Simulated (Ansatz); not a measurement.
Computed with Ansatz on PBE0-D4/def2-TZVP structures; ΔE is electronic, products minus reactants. CBS: MP2 limit from def2 TZ/QZ plus the TZ coupled-cluster correction, frozen cores. This one scheme is used for every species. Functionals use def2-TZVPP. def2 core potentials past Kr. For Te outer-core shells are correlated without core-valence functions, which leaves a few kJ/mol of doubt a bond. One conformer a species, not always the lowest.

Reaction (silylene formation by 1,1-elimination): `C[SiH2][Te][SiH3]` → `C[SiH]` + `[SiH3][TeH]`

```
             level  ΔE (kJ/mol)
            PBE-D4        305.5
      CAM-B3LYP-D4        298.9
            B2PLYP        293.0
          PBE-QIDH        322.2
         CAM-B3LYP        286.3
    MP2/def2-TZVPP        322.9
   CCSD/def2-TZVPP        289.0
CCSD(T)/def2-TZVPP        294.6
```

(1) What does CCSD(T)/CBS give? (An estimate is asked.)

Largest T1 diagnostic among the species: 0.012.

## Answers

(1) Computed: +306.3 kJ/mol. The listed levels differ from it by -0.8, -7.4, -13.3, 15.9, -20.0, 16.6, -17.3, -11.7 kJ/mol.

From r2SCAN to r2SCAN0 (25 % exact exchange), in def2-TZVPP and without D4, ΔE moves by +4.2 kJ/mol. In def2-TZVPP, CCSD(T) changes the Hartree–Fock value by +16.1 kJ/mol (the triples alone add +5.6 kJ/mol) and MP2 by +44.5 kJ/mol.
